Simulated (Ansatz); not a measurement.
Gas-phase electronic energies from Ansatz, PBE0-D4/def2-TZVP geometries. CCSD(T)/CBS adds triple-zeta CCSD(T) − MP2 to the extrapolated MP2 energy (def2 sets, frozen cores). This one scheme is used for every species. DFT in def2-TZVPP. def2 core potentials past Kr. For Sb, Te outer-core shells are correlated without core-valence functions, which leaves a few kJ/mol of doubt a bond.

`FC[TeH]` + stibine → `[SbH2][TeH]` + fluoromethane  (formal exchange of groups at a Te–C bond)

| level | ΔE (kcal/mol) |
| --- | --- |
| r2SCAN0-D4 | -29.5 |
| B2PLYP | -28.6 |
| r2SCAN | -27.9 |
| CCSD/CBS(def2) | -29.8 |

Problem. What does CCSD(T)/CBS give? (Best estimate.)

Solution. Computed: -29.3 kcal/mol. The listed levels differ from it by -0.2, 0.7, 1.4, -0.5 kcal/mol.

Problem. What do rigid-rotor, harmonic-oscillator terms from PBE0-D4/def2-TZVP frequencies (298.15 K, 1 bar) make of the CCSD(T)/CBS value? (An estimate is asked.)

Solution. Ansatz gave: ΔZPE = +2.6 kcal/mol, ΔH = -26.6 kcal/mol, ΔS = 6 J/(mol·K), ΔG = -27.0 kcal/mol.

Largest T1 diagnostic among the species: 0.014.

From r2SCAN to r2SCAN0 (25 % exact exchange), in def2-TZVPP and without D4, ΔE moves by −1.5 kcal/mol. Leaving LDA and LC-ωPBE aside and taking each functional with its dispersion term where it has one, the values, not all of them listed here, spread over 5.5 kcal/mol, from BHLYP-D4 to B97M-V. LDA lies +1.9 kcal/mol from PBE without D4.
